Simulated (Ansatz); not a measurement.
Total energies of BrGaH$_{4}$N$_{2}$ (`[NH2][Ga]([NH2])[Br]`).

Cartesian coordinates in Å:
```
N 1.3769 -0.8237 0.3866
Ga 0.1470 0.3278 -0.2710
N -1.6271 0.2659 0.0745
Br 0.8952 1.9955 -1.6498
H 1.1820 -1.4087 1.1817
H 2.3557 -0.6001 0.3204
H -2.0653 -0.5602 0.4462
H -2.2644 0.8036 -0.4886
```

Charge 0, multiplicity 1. Correlated methods include outer-core shells of Br, Ga, which these sets cover unevenly. Scalar relativity is left out up to krypton. The geometry is a stationary point of PBE0-D4/def2-TZVP. It is one conformer, not always the lowest. Basis def2-TZVPP, Ansatz.

RPA on PBE orbitals: Hartree–Fock energy of these orbitals -4606.99301 Eh, correlation -1.41683 Eh (frozen core).

| functional | energy without D4 (Eh) | D4 term (kJ/mol) |
| --- | --- | --- |
| LDA (SPW92) | -4603.58201 | – |
| PBE | -4610.26350 | -17.1 |
| revPBE | -4610.67738 | -43.4 |
| BLYP | -4611.13261 | -36.2 |
| r2SCAN | -4610.99397 | -4.0 |
| B97M-V | -4610.22420 | – |
| PBE0 | -4610.40048 | -14.7 |
| B3LYP | -4611.15902 | -27.9 |
| r2SCANh | -4610.97674 | -4.4 |
| r2SCAN0 | -4610.95254 | -4.9 |
| HSE06 (plane-wave form) | -4610.39885 | -13.9 |
| BHLYP | -4610.98019 | -24.5 |
| CAM-B3LYP | -4611.27665 | -15.2 |
| LC-ωPBE | -4610.41073 | – |
| ωB97X-V | -4610.63149 | – |
| ωB97M-V | -4610.78832 | – |
| B2PLYP | -4610.24772 | – |
| PBE-QIDH | -4609.74525 | – |

B3LYP takes the VWN-RPA correlation (the form of Gaussian; ORCA's B3LYP/G). HSE06 is the plane-wave form, built on full-range PBE exchange. The double hybrids freeze the cores in their second-order part.

LC-ωPBE has ω = 0.4 bohr⁻¹.
